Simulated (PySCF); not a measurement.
SMILES C#CC[SiH2]c1ccccc1 (C9H10Si), GFN2-xTB optimised geometry. Atoms within 1.6 Å of the plane z = 1.0 Å (x, y, z in Å): C1 (-3.42, -0.30, -0.55), C2 (-2.66, -0.97, 0.09), C3 (-1.75, -1.78, 0.85), Si4 (-0.06, -1.99, -0.02), C5 (0.89, -0.36, 0.00), C6 (0.24, 0.87, 0.00), C7 (0.95, 2.06, 0.00), C8 (2.34, 2.04, 0.00), C9 (3.00, 0.82, 0.00), C10 (2.29, -0.36, 0.00), H12 (-2.20, -2.77, 1.00), H13 (-1.61, -1.33, 1.84), H14 (0.70, -3.00, 0.72), H16 (-0.84, 0.90, -0.01), H17 (0.43, 3.00, -0.01), H18 (2.90, 2.96, 0.00), H19 (4.09, 0.80, 0.00), H20 (2.81, -1.30, 0.00).

Level of theory: PBE/def2-SVP (PySCF). Cells within 0.4 Å of a nucleus heavier than hydrogen are left out (blank, or x).

Map of the deformation density (molecule minus spherical neutral atoms) (e/bohr³) on the plane z = 1.0 Å:

```
|111111111111111111111111111|
|111111111111111111111111111|
|111111111111111111111111111|
|111111111111111111111111111|
|111111111111111111111111111|
|111111111111110011011111111|
|111111111111100000000111111|
|111111111111000000000011111|
|111111111111000000000011111|
|111111111110000000000001111|
|111111111100000000000001111|
|111111111100000000000000111|
|111111100000000000000000111|
|111110000000000000000001111|
|111110000000000000000011111|
|111110000000000000000011111|
|111110001352000000000111111|
|111110001xx2000000000111111|
|111111003920013100111111111|
|111111000200013101111111111|
|111111100000011001111111111|
|111111110000000011111111111|
|111111111111111111111111111|
|111111111111111111111111111|
|111111111111111111111111111|
|111111111111111111111111111|
|111111111111111111111111111|
```
Scale: ten equal steps from -0.011 (start of '0') to 0.088 (end of '9'), in the order '0123456789'; x runs from -6.50 to 6.50, y from -6.50 (bottom) to 6.50 (top).
